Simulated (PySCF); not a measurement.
## State search for KCa⁺

Unrestricted PBE0; K x2c-SVPall, Ca x2c-SVPall; spin-free X2C with a Gaussian nucleus (PySCF 2.14). Outer shells of the fragments: K+ closed shells only; Ca 4s2.

Followed along the bond (rough minima from three points):

| 2Ms+1 | unpaired | ⟨S²⟩ at the start | R at minimum (Å) | Te (eV) |
| --- | --- | --- | --- | --- |
| 1 | none | 0.00 | 4.12 | 0.00 |
| 3 | σ ↑↑ | 2.00 | none in the scan | ≤ 1.18 |

Solutions found at the starting distance of 3.635 Å, counted from the lowest of them; the search is not exhaustive and high or unbound solutions are not listed, so other states can lie among these:

| 2Ms+1 | unpaired | term | E (eV) | ⟨S²⟩ | ⟨Lz²⟩ | μ (D) |
| --- | --- | --- | --- | --- | --- | --- |
| 1 | none | ¹Σ⁺ | 0.00 | 0.00 | 0.00 | -2.15 |
| 3 | σ ↑↑ | ³Σ⁺ | 1.42 | 2.00 | 0.00 | -2.02 |
| 3 | σ ↑, π ↑ | ³Π | 1.65 | 2.00 | 1.00 | -0.12 |
| 1 | σ ↑, π ↓ | mixed | 2.14 | 1.00 | 1.02 | -0.61 |
| 3 | σ ↑, δ ↑ | ³Δ | 2.28 | 2.00 | 4.00 | -2.58 |
| 1 | σ ↑, δ ↓ | mixed | 2.47 | 1.00 | 4.00 | -1.81 |

A term symbol is given only where ⟨S²⟩ and ⟨Lz²⟩ are close to those of a pure state; real π, δ and φ orbitals otherwise mix terms. A positive dipole points towards Ca; it is taken about the centre of mass and depends on that origin.

Counting both spins, an empty level lies below a filled one in some of these solutions, because spin and occupation are held.
